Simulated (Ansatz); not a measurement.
C5H15NO3S⁺, that is tetramethylammonium mesylate with one electron fewer. Charge 1, multiplicity 2. Geometry PBE-D4/def2-SVP, that of the neutral singlet; atoms count from 1.

Cartesian coordinates in Å:
```
C 0.170 -2.244 3.465
S 0.096 -1.262 1.948
O 1.135 -0.178 2.110
O 0.415 -2.219 0.824
O -1.313 -0.721 1.878
H -0.072 -1.580 4.316
H -0.570 -3.060 3.382
H 1.193 -2.649 3.563
C 0.199 1.727 -0.088
N -0.062 0.818 -1.264
C -1.375 0.101 -1.064
C 1.052 -0.194 -1.373
C -0.123 1.631 -2.519
H 0.407 1.106 0.817
H 1.082 2.349 -0.326
H -0.690 2.367 0.060
H -2.187 0.848 -1.139
H -1.480 -0.658 -1.859
H -1.386 -0.368 -0.050
H 2.014 0.349 -1.378
H 0.989 -0.903 -0.513
H 0.920 -0.745 -2.323
H 0.861 2.104 -2.693
H -0.899 2.411 -2.408
H -0.376 0.969 -3.367
```

Problem. Estimate the Mulliken populations from the PBE0/def2-TZVP orbitals of Ansatz.

Solution. 
| atom | charge (e) | spin (α − β) |
| --- | --- | --- |
| C1 | -0.35 | 0.00 |
| S2 | 0.72 | -0.18 |
| O3 | -0.29 | 0.40 |
| O4 | -0.29 | 0.40 |
| O5 | -0.29 | 0.40 |
| H6 | 0.19 | 0.00 |
| H7 | 0.19 | 0.00 |
| H8 | 0.19 | 0.00 |
| C9 | -0.32 | 0.00 |
| N10 | 0.03 | 0.00 |
| C11 | -0.32 | 0.00 |
| C12 | -0.32 | 0.00 |
| C13 | -0.31 | 0.00 |
| H14 | 0.19 | 0.00 |
| H15 | 0.17 | 0.00 |
| H16 | 0.17 | 0.00 |
| H17 | 0.17 | 0.00 |
| H18 | 0.17 | 0.00 |
| H19 | 0.19 | 0.00 |
| H20 | 0.17 | 0.00 |
| H21 | 0.19 | 0.00 |
| H22 | 0.17 | 0.00 |
| H23 | 0.18 | 0.00 |
| H24 | 0.18 | 0.00 |
| H25 | 0.18 | 0.00 |
Mulliken values and Mayer orders depend strongly on the basis.

Problem. Where does the spin sit?

Solution. Summed by element: C 0.00, S -0.18, O 1.19, H -0.01, N 0.00, of 1 unpaired in all. Largest on single atoms: O4 0.40, O3 0.40, O5 0.40.

Problem. And the Mayer bond orders between bonded heavy atoms (over 0.3)?

Solution. C1–S2 0.93 (1.81 Å); S2–O3 1.59 (1.51 Å); S2–O4 1.59 (1.51 Å); S2–O5 1.59 (1.51 Å); C9–N10 0.93 (1.51 Å); N10–C11 0.93 (1.51 Å); N10–C12 0.93 (1.51 Å); N10–C13 0.93 (1.50 Å).
